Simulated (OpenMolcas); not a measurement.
# Lines of F+: computed and rescaled rates

```
Program             : OpenMolcas
Method              : SS-RASPT2, IPEA 0.25 Eh, imaginary shift 0.1 Eh (closed shells correlated: 1s 2s)
Basis               : ANO-RCC-VQZP [5s4p3d2f1g]
Scalar Hamiltonian  : DKH2, point nucleus
Active space        : 4 electrons in 9 orbitals (RAS2 2p; RAS3 3s 3d, at most 1 electron)
State averaging     : 2S+1 = 3 even, 3 roots; 2S+1 = 1 even, 6 roots; 2S+1 = 5 odd, 1 root; 2S+1 = 3 odd, 9 roots; 2S+1 = 1 odd, 8 roots
Spin-orbit coupling : state interaction with AMFI integrals over the reference wave functions, term energies averaged over their components
```

Rates come from the transition moments of the reference wave functions (E1 and E2 in the length form). At fixed line strength A goes as λ^-3 for E1 and M1 and as λ^-5 for E2, so a rate at the computed wavelength can be rescaled to the measured one. Measured vacuum wavelengths follow from level energies in NIST Handbook of Basic Atomic Spectroscopic Data. Branching counts decays inside the model space alone, at computed energies, and the table is only a selection of the E2 and M1 lines, drawn from those between levels with measured partners whose computed energy lies within a factor of 1.5 of the measured one.

```
      Upper        Lower  Type  λ computed (nm)  λ measured (nm)  A computed (s-1)  A rescaled (s-1)  Branching %
2s2 2p4 3P0  2s2 2p4 3P1    M1            64660            67320          2.00e-04          1.77e-04        100.0
2s2 2p4 3P1  2s2 2p4 3P2    M1            31270            29310          7.39e-04          8.97e-04        100.0
2s2 2p4 1D2  2s2 2p4 3P1    M1            487.7              487          1.34e-02                           24.1
2s2 2p4 1D2  2s2 2p4 3P2    M1            480.2            479.1          4.22e-02                           75.7
2s2 2p4 1S0  2s2 2p4 1D2    E2            346.2            415.9          5.42e+00          2.17e+00         90.9
2s2 2p4 1S0  2s2 2p4 3P1    M1            202.5            224.3          5.37e-01                            9.0
```

Spin-changing lines and M1 lines between different terms are not rescaled, since their strength hangs on the term gaps too.

The largest correction is for 2s2 2p4 1S0 → 2s2 2p4 1D2 (E2): 5.42e+00 × (346.2 / 415.9)^5 = 2.17e+00 s-1, a factor of 0.40.

The computed rate and branching of 2s2 2p4 3P1 → 2s2 2p4 3P2 give the upper level a radiative lifetime of 1.000 / 7.39e-04 s-1 = 1.35e+03 s, counting decays inside the model space alone. The rescaled rate gives about 1.1e+03 s.

No measured rate stands beside these. Rescaling mends the energy factor alone: line strengths can still be far off where a level mixes with configurations outside the active space, and weak or spin-changing lines hang on small mixing coefficients that depend on the term gaps too, so rescaling need not improve them.

CASPT2 breaks the degeneracy within a term, and the mean is taken; among the terms shown or strongly mixed into the levels shown the widest spread is 54 cm-1 (2s2 2p4 1D). With the s shell closed, the reference lacks s² → p² mixing. Measured partners are found by configuration, term and J. A level has none where our copy of the source lacks it or the pairing is in doubt (some pairs that miss far off the trend of their configuration count as doubtful). Only configurations of the active space appear.
